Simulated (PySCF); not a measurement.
## Sc2S, triplet: structure and spectrum

Computed with PySCF, UPBE0, basis S def2-SVP, Sc def2-SVP (no relativity, density fitting).

The structure is a minimum.

```
Point group                                                                   : C2v
Bond lengths                                                                  : Sc–Sc 2.892 Å, S–Sc 2.349 Å (×2)
Bond angles                                                                   : Sc–S–Sc 76.0°, S–Sc–Sc 52.0° (×2)
Rotational symmetry number                                                    : 2
Atomisation energy without zero-point energy                                  : 704 kJ/mol
Zero-point energy                                                             : 5.0 kJ/mol
Highest occupied level (α)                                                    : -3.94 eV
Dipole moment                                                                 : 2.96 D
Lowest empty level (α)                                                        : -1.89 eV
Entropy at 298.15 K and 1 bar (electronic part: spin only)                    : 305.1 J/(mol K)
Enthalpy at 298.15 K above 0 K                                                : 13.57 kJ/mol
Heat capacity Cp at 298.15 K                                                  : 54.5 J/(mol K)
Spin squared ⟨S²⟩                                                             : 2.067
Principal quadrupole moments (Buckingham, traceless) about the centre of mass : -9.59, -6.59, 16.18 D Å
Rotational constants                                                          : 0.2087, 0.08965, 0.06271 cm⁻¹
Principal polarisabilities                                                    : 120.3, 138.7, 323.9 bohr³
```

Harmonic modes (masses in u: S 31.972, Sc 44.956):
```tsv
symmetry	ω (cm⁻¹)	IR (km/mol)	μ (u)
b2	191	1.0	37.17
a1	216	1.0	42.74
a1	430	37.7	36.03
```

In C2v the vibrations span b2 + 2a1. Here b1 is antisymmetric to the molecular plane and b2 lies in it.

Charges (e):
```tsv
atom	Mulliken	Löwdin	polar tensor	spin (Mulliken)	Mayer order to S1
S1	-0.38	0.06	-0.42	-0.06	–
Sc2,3	0.19	-0.03	0.21	1.03	1.22
```
Other Mayer orders above 0.3: Sc–Sc 1.15.

Mulliken populations on S1: s 5.87, p 10.50, d 0.02.

This need not be the most stable arrangement of these atoms. With open d or f shells other occupations or spin states may lie lower.

The final relaxation and frequency run took of the order of 90 core-seconds on a shared host.
